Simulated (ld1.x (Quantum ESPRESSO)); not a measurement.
tellurium (Te): one change to a TM potential, before and after

- Element: tellurium
- Generator: ld1.x (Quantum ESPRESSO) 7.5
- Type: norm-conserving Troullier–Martins (Kleinman–Bylander form)
- Functional: PBE
- Relativity: non-relativistic
- Frozen core: [Kr]
- Valence charge: 16
- Reference configuration: 4d10 5s2 5p4
- Partial waves: 5p (bound): rc 2.40 bohr; 4d (bound): rc 1.35 bohr; 5s (bound): rc 1.75 bohr
- Local potential: the s channel
- Core correction: Bessel-smoothed model core inside 0.85 bohr

All-electron outer shells of the reference configuration (PBE, non-relativistic, ld1.x):

```json
{"shell": "4s", "level (eV)": "-152.10", "outermost node (bohr)": "0.40", "outermost maximum (bohr)": "0.73"}
{"shell": "4p", "level (eV)": "-111.79", "outermost node (bohr)": "0.39", "outermost maximum (bohr)": "0.75"}
{"shell": "4d", "level (eV)": "-43.71", "outermost node (bohr)": "0.36", "outermost maximum (bohr)": "0.81"}
{"shell": "5s", "level (eV)": "-13.96", "outermost node (bohr)": "0.95", "outermost maximum (bohr)": "1.87"}
{"shell": "5p", "level (eV)": "-6.02", "outermost node (bohr)": "1.01", "outermost maximum (bohr)": "2.20"}
```

Change: scalar-relativistic.

Cutoffs: the cutoffs (Ry, on a coarse ladder) from which the occupation-weighted sum of valence levels, in a spherical-Bessel basis at the reference potential, stays within 10 and 1 mRy of its value at 400 Ry; they do not see the model core or the augmentation charge, which bear on the density cutoff. Errors are all-electron minus pseudo energies relative to the spin-unpolarised reference configuration.

How do hardness, ghosts and transferability respond?

The potential gets neither clearly harder nor softer (110 Ry and 180 Ry → 100 Ry and 180 Ry); of the 7 tests that both files solve, the error grows in 2 and shrinks in 3 by more than 15 % and 0.3 meV (median size 1.6 → 0.9 meV); neither file shows a bound ghost.

| quantity | base | changed |
| --- | --- | --- |
| cutoff, loose | 110 Ry | 100 Ry |
| cutoff, tight | 180 Ry | 180 Ry |
| bound ghosts | none | none |
| error for 4d10 5s2 5p3, meV [ΔE 9.77 → 9.73 eV] | +1.6 | -0.9 |
| error for 4d10 5s2 5p2, meV [ΔE 27.68 → 27.65 eV] | +7.1 | -0.8 |
| error for 4d10 5s2 5p1, meV [ΔE 54.48 → 54.55 eV] | +16 | -3.0 |
| error for 4d10 5s2 5p4.3, meV [ΔE -1.49 → -1.47 eV] | +0.1 | +0.5 |
| error for 4d10 5s1 5p5, meV [ΔE 8.01 → 9.25 eV] | -1.2 | -2.2 |
| error for 4d9 5s2 5p4, meV [ΔE 51.40 → 49.25 eV] | -476 | -432 |
| error for 4d10 5s2 5p3.5, meV [ΔE 3.93 → 3.90 eV] | +0.4 | -0.6 |
| s: phases at 2.60 bohr within 0.05 rad from the reference energy up to (Ry; the scan ends near 5) | 2.2 | 2.2 |
| p: phases at 2.60 bohr within 0.05 rad from the reference energy up to (Ry; the scan ends near 5) | 3.7 | 3.3 |
| d: phases at 2.60 bohr within 0.05 rad from the reference energy up to (Ry; the scan ends near 5) | -0.2 | -0.0 |
